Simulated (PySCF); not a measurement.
InCl2I, SMILES [Cl][In]([Cl])[I].

Geometry optimised at B3LYP-D3(BJ)/def2-SVP. The def2 effective core potentials stand for the cores of I, In; spin–orbit coupling is left out.

All values below come from PySCF with B3LYP-D3(BJ)/def2-SVP.

Frequencies are harmonic and unscaled.

**Question.** Give all harmonic wavenumbers and intensities. (The exact figures need the calculation; the answer reports its results.)

**Answer.** 
| mode | ν (cm⁻¹) | IR (km/mol) | moving atoms (share of kinetic energy) |
|---|---|---|---|
| 1 | 66 | 3.1 | Cl 55 %, In 26 %, I 19 % |
| 2 | 84 | 8.2 | In 54 %, Cl 41 % |
| 3 | 91 | 8.3 | Cl 84 %, I 10 % |
| 4 | 199 | 13.2 | I 49 %, In 37 %, Cl 14 % |
| 5 | 357 | 42.4 | Cl 80 %, In 20 % |
| 6 | 384 | 53.2 | Cl 70 %, In 30 % |
